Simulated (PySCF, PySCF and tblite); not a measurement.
A run on one conformer of C7H7NO2, numbered as in [CH3:1][C:2](=[O:3])[O:4][c:5]1[cH:6][cH:7][cH:8][cH:9][n:10]1, from an ensemble study. The sound level was PBE0/pcSseg-1 (IEF-PCM, chloroform) on GFN2-xTB geometries.

Input:

```
{"job": {"xc": "PBE0", "basis": "pcSseg-1", "kind": "nmr", "pop": false}, "charge": 0, "multiplicity": 1}
C      3.355000     0.156000     0.342400
C      1.936800     0.229200    -0.190100
O      1.663700     0.574800    -1.313100
O      1.079500    -0.196600     0.803800
C     -0.262000    -0.078300     0.457700
C     -0.823400    -0.939900    -0.486900
C     -2.178900    -0.821700    -0.750300
C     -2.921700     0.127900    -0.051400
C     -2.277200     0.913900     0.881300
N     -0.968700     0.828300     1.165900
H      4.029900     0.552600    -0.412400
H      3.432100     0.767300     1.246500
H      3.609800    -0.878000     0.563400
H     -0.207200    -1.673100    -1.004400
H     -2.655500    -1.460000    -1.480600
H     -3.993000     0.240200    -0.227000
H     -2.826000     1.669400     1.451200
```

Command: OMP_NUM_THREADS=1 python ens_run.py task.json out

Output:

```
coarse grid: 15176 points
cycle   1  E = -475.3205477379  dE =  1.834e+00  |g| = 9.349e-01  |ddm| = 3.937e+00
cycle   2  E = -474.9228482263  dE =  3.977e-01  |g| = 1.736e+00  |ddm| = 1.758e+00
cycle   3  E = -475.4737979971  dE = -5.509e-01  |g| = 3.065e-01  |ddm| = 1.285e+00
cycle   4  E = -475.4907834512  dE = -1.699e-02  |g| = 9.283e-02  |ddm| = 2.726e-01
cycle   5  E = -475.4921093090  dE = -1.326e-03  |g| = 2.671e-02  |ddm| = 6.149e-02
cycle   6  E = -475.4922589497  dE = -1.496e-04  |g| = 7.231e-03  |ddm| = 2.237e-02
cycle   7  E = -475.4922696497  dE = -1.070e-05  |g| = 3.341e-03  |ddm| = 9.502e-03
cycle   8  E = -475.4922723110  dE = -2.661e-06  |g| = 7.789e-04  |ddm| = 3.345e-03
final grid: 149472 points
cycle   9  E = -475.5710823261  dE = -2.446e-05  |g| = 1.435e-02  |ddm| = 3.507e-02
cycle  10  E = -475.5710294103  dE =  5.292e-05  |g| = 2.244e-02  |ddm| = 2.358e-02
cycle  11  E = -475.5711204267  dE = -9.102e-05  |g| = 2.381e-03  |ddm| = 1.428e-02
cycle  12  E = -475.5711215065  dE = -1.080e-06  |g| = 6.174e-04  |ddm| = 1.909e-03
cycle  13  E = -475.5711215748  dE = -6.830e-08  |g| = 1.773e-04  |ddm| = 5.663e-04
cycle  14  E = -475.5711215809  dE = -6.096e-09  |g| = 4.549e-05  |ddm| = 1.539e-04
cycle  15  E = -475.5711215813  dE = -3.520e-10  |g| = 2.398e-05  |ddm| = 5.412e-05
converged SCF energy = -475.5711215813

GIAO shielding tensors (ppm)
atom      isotropic    diamagn.    paramagn.     s11        s22        s33       span
  0 C      160.095     248.898     -88.803    136.783    151.860    191.640     54.857
  1 C        5.567     247.194    -241.627   -104.519     54.811     66.409    170.928
  2 O     -135.400     404.536    -539.936   -446.172   -228.414    268.385    714.556
  3 O       51.570     407.110    -355.540   -101.614     94.281    162.044    263.658
  4 C       13.304     251.037    -237.733    -95.400     40.571     94.740    190.141
  5 C       59.662     257.318    -197.656    -35.837     48.245    166.579    202.416
  6 C       41.827     253.566    -211.739    -71.011     18.759    177.733    248.744
  7 C       59.812     258.971    -199.159    -50.773     52.606    177.603    228.375
  8 C       28.599     250.151    -221.552    -78.954     22.322    142.428    221.381
  9 N      -86.011     332.412    -418.422   -363.603   -147.723    253.293    616.896
 10 H       29.611      26.717       2.895     25.776     28.070     34.989      9.212
 11 H       28.979      27.845       1.135     25.023     28.320     33.595      8.572
 12 H       29.113      27.855       1.258     26.009     27.945     33.384      7.376
 13 H       24.329      33.678      -9.349     20.663     23.358     28.967      8.304
 14 H       23.646      30.493      -6.847     20.664     23.514     26.760      6.096
 15 H       24.176      29.223      -5.047     21.557     24.160     26.812      5.255
 16 H       22.656      28.889      -6.233     18.473     23.466     26.028      7.555
```

What is wrong with this calculation?

The setting at fault: geometries not relaxed beyond the force field. (The solvent model also differs from the sound level's.) The calculation finished and met its thresholds.
